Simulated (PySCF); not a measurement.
**Working out the ionisation energy of Dy**

Dy [Xe] 4f10 6s2 (high-spin determinant) → Dy⁺ [Xe] 4f10 6s1 (high-spin determinant). Calculation: PySCF 2.14, in ANO-RCC-VTZP (8s7p5d3f2g1h, 104 functions); scalar relativity by spin-free X2C-1e. Frozen: [Ar] 3d10. Energies in hartree (1 hartree = 27.21139 eV):

| part | Dy (lower) | Dy⁺ (upper) |
| --- | --- | --- |
| UHF | -12151.864840 | -12151.686106 |
| MP2 opposite-spin | -0.989557 | -0.962268 |
| MP2 same-spin | -0.611886 | -0.604219 |

Problem. What does Hartree-Fock give?

Solution. (-12151.686106) − (-12151.864840) = 0.178734 hartree = 4.864 eV.

Problem. What do MP2 and SCS-MP2 (6/5 opposite-spin, 1/3 same-spin) give?

Solution. The opposite-spin parts differ by 0.743 eV and the same-spin parts by 0.209 eV. MP2: 4.864 + (0.743) + (0.209) = 5.816 eV. SCS-MP2: 4.864 + 1.2 × (0.743) + (0.209)/3 = 5.825 eV.

A first-order spin-orbit estimate adds 0.000 eV to MP2 (valence and next inner shell), giving 5.816 eV against 5.939 eV (measured; NIST Atomic Spectra Database, ionization energies).

One determinant mixes LS terms, so it does not stand for a single term.

What remains against the reference includes basis incompleteness, the frozen core and correlation beyond second order.
